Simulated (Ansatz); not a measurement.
## Worked example: SiH2(NH2)2 + CH6OSi → SiH(NH2)2(SiH3) + CH4O

Species: SiH2(NH2)2, singlet; CH6OSi `CO[SiH3]`, singlet; SiH(NH2)2(SiH3), singlet; CH4O (methanol) `CO`, singlet. The partners trade H for SiH3: Si–H and O–SiH3 bonds give way to Si–SiH3 and O–H.

Shapes, held fixed at every level: PBE0-D4/def2-TZVP. Flexible molecules stand in one conformer, not always the lowest. Programs: Ansatz 0.2.0. The zero-point and thermal change to 298 K, harmonic and unscaled (PBE0-D4/def2-TZVP), is +4.5 kJ/mol.

At CCSD(T)/CBS estimate; 1 Eh = 2625.50 kJ/mol:

| species | energy (Eh) |
| --- | --- |
| SiH2(NH2)2 | -402.154620 |
| CH6OSi | -405.930014 |
| SiH(NH2)2(SiH3) | -692.431449 |
| CH4O | -115.617125 |

Task: Work out ΔH(298 K) of the reaction at this level.

Result: 
1. Products less reactants: (-692.431449) + (-115.617125) − [(-402.154620) + (-405.930014)] = 0.036060 Eh = +94.7 kJ/mol.
2. With the thermal change: +94.7 + (+4.5) = +99.2 kJ/mol.

Other levels give +73.8 (PBE-D4/def2-TZVPP) to +125.0 kJ/mol (HF/def2-TZVPP). No measured value is set beside it here. The CBS estimate extrapolates MP2 from def2-TZVPP and def2-QZVPP and adds CCSD(T) − MP2 in the triple-zeta set, cores frozen.
